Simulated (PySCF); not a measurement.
# Be₂⁺: input and log

State: doublet, unpaired electrons π ↑, a second solution, started from another occupation.

An equivalent input (the run itself took its basis sets from the Basis Set Exchange, started from a PBE0 density and held the occupation σ 3α 3β, πy 1α 0β):

```python
from pyscf import gto, dft
mol = gto.M(atom='Be 0 0 0; Be 0 0 2.224', basis={'Be': 'cc-pVDZ'},
            charge=1, spin=1, verbose=4, symmetry='C2v')
mf = dft.UKS(mol, xc='PBE0')
mf.grids.atom_grid = (80, 434)
mf.grids.prune = dft.gen_grid.treutler_prune
mf.irrep_nelec = {'A1': (3, 3), 'B2': (1, 0)}
mf.conv_tol = 1e-9
mf.max_cycle = 60
mf.diis_space = 10
mf.kernel()
```

The log (some set-up lines and the per-cycle HOMO/LUMO lines removed):

```
******** <class 'pyscf.dft.uks_symm.SymAdaptedUKS'> ********
method = SymAdaptedUKS
damping factor = 0
level_shift factor = 0
DIIS = <class 'pyscf.scf.diis.CDIIS'>
diis_start_cycle = 1
diis_space = 10
diis_damp = 0
SCF conv_tol = 1e-09
SCF conv_tol_grad = None
SCF max_cycles = 60
number electrons alpha = 4  beta = 3
Set gradient conv threshold to 3.16228e-05
init E= -28.9456008955397
cycle= 1 E= -28.9611232940448  delta_E= -0.0155  |g|= 0.00306  |ddm|= 0.0218
cycle= 2 E= -28.9611428267548  delta_E= -1.95e-05  |g|= 0.00119  |ddm|= 0.0362
cycle= 3 E= -28.9611447154094  delta_E= -1.89e-06  |g|= 9.56e-05  |ddm|= 0.00649
cycle= 4 E= -28.9611447197553  delta_E= -4.35e-09  |g|= 7.57e-05  |ddm|= 0.00106
cycle= 5 E= -28.9611447303921  delta_E= -1.06e-08  |g|= 9.22e-06  |ddm|= 0.000525
cycle= 6 E= -28.9611447305756  delta_E= -1.84e-10  |g|= 8.97e-07  |ddm|= 9.32e-05
Extra cycle  E= -28.9611447305793  delta_E= -3.65e-12  |g|= 4.64e-07  |ddm|= 7.62e-06
converged SCF energy = -28.9611447305793  <S^2> = 0.75461885  2S+1 = 2.0046135
```

A point of this curve took 0.21 CPU seconds beside 0.019 for the integrals, on Arm Neoverse V1 (shared host).
